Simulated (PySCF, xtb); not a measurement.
C2H7ClSi3, SMILES C1[SiH2][SiH2][Si@@H](C=1)Cl.

Harmonic wavenumbers (cm⁻¹) from GFN2-xTB (xtb) at its own minimum, in rising order: 39, 111, 129, 230, 288, 337, 383, 410, 427, 459, 490, 508, 531, 535, 600, 635, 635, 693, 714, 745, 802, 828, 953, 1153, 1309, 1606, 2170, 2179, 2189, 2194, 2202, 2987, 3008.

Task: What does PySCF with B3LYP-D3(BJ)/def2-SVP give at its own minimum? (The exact figures need the calculation; the answer reports its results.)

Result: 25, 129, 142, 268, 310, 367, 408, 418, 459, 484, 537, 600, 625, 632, 650, 685, 757, 779, 795, 821, 912, 944, 1027, 1131, 1311, 1597, 2204, 2207, 2212, 2221, 2232, 3098, 3120. Paired by order, the mean absolute difference is 52 cm⁻¹ and the zero-point energies are 46.4 and 48.8 kcal/mol.
